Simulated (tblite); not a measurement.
Isomers of C2H11FNSi3 (doublet state). Level: GFN2-xTB in tblite, geometry and Hessian alike; calculated harmonic values, unscaled, isolated species. Against measured fundamentals such values can be off by several per cent, at times by over 20. Modes of hydrogen on silicon can be 10 to 20 % off. One conformer each. Open shells enter through the occupations alone, without spin polarisation, and single modes of such species can be off by tens of per cent.

Electronic energies: GFN2-xTB at the same geometries; isomer energies are rough at this level and their order can be wrong.

```
                           SMILES  electronic energy, lowest = 0 (kcal/mol)
       C[SiH2][SiH2][C](F)[SiH2]N                                       0.0
[CH2][SiH2][SiH2][C@@H](F)[SiH2]N                                      10.6
 C[SiH2][SiH2][C@@H](F)[SiH2][NH]                                       6.4
     C[SiH2][SiH2][C@@H](F)[SiH]N                                       0.7
```

Problem. How do GFN2-xTB zero-point energies change the relative energies?

Solution. 
```tsv
SMILES	ZPE (kcal/mol)	of it from modes above 1550 cm⁻¹	electronic (kcal/mol)	with ZPE, lowest = 0 (kcal/mol)	lowest mode (cm⁻¹)	rings
C[SiH2][SiH2][C](F)[SiH2]N	73.8	41.8	0.0	0.0	30	0
C[SiH2][SiH2][C@@H](F)[SiH]N	75.7	42.6	0.7	2.7	14i	0
C[SiH2][SiH2][C@@H](F)[SiH2][NH]	73.2	41.0	6.4	5.8	43	0
[CH2][SiH2][SiH2][C@@H](F)[SiH2]N	72.6	41.9	10.6	9.4	29	0
```

The zero-point energies span 3.1 kcal/mol, from `[CH2][SiH2][SiH2][C@@H](F)[SiH2]N` to `C[SiH2][SiH2][C@@H](F)[SiH]N`. Slightly imaginary modes are left out of the zero-point energy: `C[SiH2][SiH2][C@@H](F)[SiH]N` 13.6i cm⁻¹. The order is unchanged.

Problem. What do entropy and thermal enthalpy add at 298.15 K and 1 bar (rigid rotor, harmonic oscillator, one conformer each)?

Solution. 
```json
{"SMILES": "C[SiH2][SiH2][C](F)[SiH2]N", "point group": "C1", "symmetry number": "1", "S (cal/(mol K))": "119.0", "H − H(0) (kcal/mol)": "9.04", "ZPE + H − H(0) − TS (kcal/mol)": "47.4"}
{"SMILES": "C[SiH2][SiH2][C@@H](F)[SiH2][NH]", "point group": "C1", "symmetry number": "1", "S (cal/(mol K))": "113.7", "H − H(0) (kcal/mol)": "8.79", "ZPE + H − H(0) − TS (kcal/mol)": "48.1"}
{"SMILES": "[CH2][SiH2][SiH2][C@@H](F)[SiH2]N", "point group": "C1", "symmetry number": "1", "S (cal/(mol K))": "117.3", "H − H(0) (kcal/mol)": "9.03", "ZPE + H − H(0) − TS (kcal/mol)": "46.6"}
```

S holds R ln(2S + 1) for the spin.

Not tabulated: `C[SiH2][SiH2][C@@H](F)[SiH]N` (lowest mode only 14i cm⁻¹).
